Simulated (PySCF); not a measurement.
C2H10OSi2.
SMILES: `O[SiH2][SiH](C)C`

Torsions of this conformer, `[CH3:1][SiH:2]([CH3:3])[SiH2:4][OH:5]`: C1–Si2–Si4–O5 60°, H–O5–Si4–Si2 180°.

The closed-shell ground state was solved at several levels (PySCF, density fitting, gas phase, non-relativistic). Geometry: PBE0-D3(BJ)/def2-SVP, one conformer, isolated molecule.

```csv
level,basis functions,total energy (Eh),HOMO (eV),LUMO (eV),gap (eV),dipole (D)
HF/pcSseg-1,149,-734.2824,-10.40,3.24,13.64,0.69
PBE0/STO-3G,43,-727.3741,-3.95,6.51,10.46,0.74
PBE0/6-31G*,98,-736.0158,-7.43,0.26,7.69,0.63
KT3/pcSseg-1,149,-743.3616,-6.60,-0.89,5.71,0.57
"PBE0/6-311+G(2d,p)",211,-736.1373,-7.61,-0.52,7.09,0.51
mPW1PW91/pcSseg-1,149,-736.4414,-7.68,0.03,7.71,0.61
```

Estimate the row for CAM-B3LYP/pcSseg-1, a basis of 149 functions; the other rows only guide the guess.

Total energy -736.3935 Eh, HOMO -8.93 eV, LUMO 1.04 eV, gap 9.97 eV, dipole 0.65 D.

Over all these levels, which gives the widest orbital gap and which the narrowest?

HF/pcSseg-1 (Hartree–Fock, all exact exchange) has the widest, 13.64 eV, and KT3/pcSseg-1 (GGA) the narrowest, 5.71 eV. The two share the basis. From the narrowest to the widest the HOMO moves by -3.80 eV and the LUMO by +4.13 eV.

How much does the basis alone move the frontier levels among the 3 PBE0 rows?

The HOMO by 3.66 eV and the LUMO by 7.03 eV. By rising basis size (HOMO, LUMO in eV): STO-3G -3.95, 6.51; 6-31G* -7.43, 0.26; 6-311+G(2d,p) -7.61, -0.52.

In the pcSseg-1 basis, how does the gap go with the fixed share of exact exchange?

KT3 (0 %) 5.71 eV; mPW1PW91 (25 %) 7.71 eV; HF (100 %) 13.64 eV. Each rise in the share widens the gap here.

How far do the dipole and the HOMO energy spread over the levels?

The dipole runs from 0.51 to 0.74 D (mean 0.63 D) and the HOMO from -10.40 to -3.95 eV.
